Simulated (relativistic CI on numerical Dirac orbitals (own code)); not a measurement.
**Slater and spin-orbit integrals, Lu XXXV**

Method of calculation: Dirac-Coulomb-Breit CI, KLI orbitals optimised for each configuration, a model potential for QED, unscaled Slater integrals (own radial code, finite nucleus).

Slater integrals F^k, G^k are unscaled and averaged over j, outside the closed core [Ar] 3d10; ζ comes from projecting the Hamiltonian with its Breit term on Σ l·s of the shell.

- 4s²4p⁶4d: ζ(4d) = 48795 cm⁻¹; <r>(4d) = 0.4461, <r^2>(4d) = 0.2274 (bohr units).
- 4s²4p⁶4f: ζ(4f) = 8001.2 cm⁻¹; <r>(4f) = 0.4197, <r^2>(4f) = 0.1993 (bohr units).
- 4s²4p⁵4d²: ζ(4p) = 388870, F^2(4d,4d) = 225050, F^4(4d,4d) = 153370, F^2(4p,4d) = 226090, G^1(4p,4d) = 280600, G^3(4p,4d) = 179890, ζ(4d) = 48590 cm⁻¹; <r>(4p) = 0.4447, <r^2>(4p) = 0.2237, <r>(4d) = 0.4462, <r^2>(4d) = 0.2275 (bohr units).

Problem. Give the Racah parameters of the d shell in 4s²4p⁵4d².

Solution. B = F²/49 − 5F⁴/441 = 2854 cm⁻¹ and C = 35F⁴/441 = 12172 cm⁻¹.

Averages of the first 10 configurations, taken without configuration mixing, which lowers the lowest level and can move excited configurations by several eV; other configurations of the list can lie among them:

```json
{"Configuration": "4s²4p⁶4d", "Parity": "even", "States": "10", "Average energy above the lowest level (eV)": "11.2"}
{"Configuration": "4s²4p⁶4f", "Parity": "odd", "States": "14", "Average energy above the lowest level (eV)": "198.6"}
{"Configuration": "4s²4p⁵4d²", "Parity": "odd", "States": "270", "Average energy above the lowest level (eV)": "193.5"}
{"Configuration": "4s4p⁶4d²", "Parity": "even", "States": "90", "Average energy above the lowest level (eV)": "345.5"}
{"Configuration": "4s²4p⁵4d4f", "Parity": "even", "States": "840", "Average energy above the lowest level (eV)": "378.6"}
{"Configuration": "4s4p⁶4d4f", "Parity": "odd", "States": "280", "Average energy above the lowest level (eV)": "530.9"}
{"Configuration": "4s²4p⁶5s", "Parity": "even", "States": "2", "Average energy above the lowest level (eV)": "435.6"}
{"Configuration": "4s²4p⁶5p", "Parity": "odd", "States": "6", "Average energy above the lowest level (eV)": "499.2"}
{"Configuration": "4s²4p⁶5d", "Parity": "even", "States": "10", "Average energy above the lowest level (eV)": "583.2"}
{"Configuration": "4p⁶4d³", "Parity": "even", "States": "120", "Average energy above the lowest level (eV)": "684.1"}
```
